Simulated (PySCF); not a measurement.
# Computed structure and properties of [Bi(mal)]2+

System: [Bi(mal)]2+ (singlet); start: template (C2v). Method: PySCF 2.14.0, RKS PBE0, Bi def2-SVP with ECP60, O def2-SVP, C def2-SVP, H def2-SVP; non-relativistic Hamiltonian with scalar-relativistic core potentials where named; density fitting; no spin-orbit coupling.

Input of the relaxation:

```python
mol = gto.M(atom='''
Bi     0.00000     0.00000    -0.67729
O      1.40000    -0.00000     1.14751
O     -1.40000     0.00000     1.14751
C      1.24000    -0.00000     2.40751
C     -1.24000     0.00000     2.40751
C      0.00000     0.00000     3.06751
H      2.17000    -0.00000     3.00751
H     -2.17000     0.00000     3.00751
H      0.00000     0.00000     4.14751''',
    basis={'Bi': 'def2-SVP', 'O': 'def2-SVP', 'C': 'def2-SVP', 'H': 'def2-SVP'},
    ecp={'Bi': 'def2-SVP'},
    charge=2, spin=0)
mf = dft.RKS(mol, xc='PBE0')
mf.grids.atom_grid = (50, 194)
mf = mf.density_fit()  # fitting sets: Bi def2-universal-JKFIT, O def2-universal-JKFIT, C def2-universal-JKFIT, H def2-universal-JKFIT
mf.conv_tol = 1e-08; mf.max_cycle = 55
mf.kernel(dm0)  # dm0: converged density of the start geometry
# quasi-Newton relaxation in Cartesian coordinates to a largest gradient under 0.00045 Eh/bohr, steps kept in the point group
```

Run from Python with OMP_NUM_THREADS=2; the lines above give its settings. Where DIIS fails, smearing, a level shift and second-order steps follow.
It took 27 s on 2 threads of Intel(R) Xeon(R) Platinum 8488C (Sapphire Rapids), on a shared host, from the converged density of the start.

Course of the relaxation:

```json
{"step": "0", "energy above end (eV)": "0.5775", "largest force component within the symmetry (eV/Å)": "3.726"}
{"step": "1", "energy above end (eV)": "0.1234", "largest force component within the symmetry (eV/Å)": "2.041"}
{"step": "2", "energy above end (eV)": "0.0489", "largest force component within the symmetry (eV/Å)": "1.561"}
{"step": "3", "energy above end (eV)": "0.0014", "largest force component within the symmetry (eV/Å)": "0.240"}
{"step": "4", "energy above end (eV)": "0.0000", "largest force component within the symmetry (eV/Å)": "0.030"}
{"step": "5", "energy above end (eV)": "0.0000", "largest force component within the symmetry (eV/Å)": "0.002"}
```

Relaxed geometry (C2v):

```xyz
9

Bi    0.0000    0.0000   -0.4595
O     1.4005    0.0000    1.1082
O    -1.4005    0.0000    1.1082
C     1.2358    0.0000    2.3938
C    -1.2358    0.0000    2.3938
C     0.0000    0.0000    3.0490
H     2.1806    0.0000    2.9626
H    -2.1806    0.0000    2.9626
H     0.0000    0.0000    4.1440
```

| contact | Å |
| --- | --- |
| Bi1–O2 (mal) | 2.102 |

On the finer grid (75, 302):

```
HOMO                                                          : -18.16 eV
LUMO                                                          : -14.80 eV
Dipole about the centre of mass                               : 5.55 D
Set of Mulliken populations of Bi1 outside the core potential : s 3.95, p 7.21, d 10.11
D3(BJ) dispersion energy (not in the energies)                : -0.220 eV
```

```
atom  Mulliken (e)  Löwdin (e)  spin (e)
 Bi1          1.73        1.55      0.00
  O2         -0.40       -0.15      0.00
  O3         -0.40       -0.15      0.00
  C4          0.31        0.24      0.00
  C5          0.31        0.24      0.00
  C6         -0.10       -0.04      0.00
  H7          0.19        0.10      0.00
  H8          0.19        0.10      0.00
  H9          0.18        0.11      0.00
```

On the grid (50, 194), as all that follows. Harmonic modes: a minimum; lowest 194 cm⁻¹ (negative: unstable), highest 3227 cm⁻¹, zero-point energy 1.570 eV.

Taking off one mal (charge -1, singlet; the rest: singlet) in vacuum, both parts rigid, costs 28.84 eV; the small basis without counterpoise inflates it. Most of it is the attraction of opposite charges; other ways to part are cheaper, and one spin state was tried for the rest.

Rigid scan of mal along the line from its metal:

```tsv
distance to the donors' midpoint (Å)	energy (eV)
1.27	1.394
1.37	0.568
1.47	0.129
1.57	0.000
1.67	0.106
1.77	0.381
1.97	1.223
```

One start shape was tried, so this needn't be the lowest isomer.
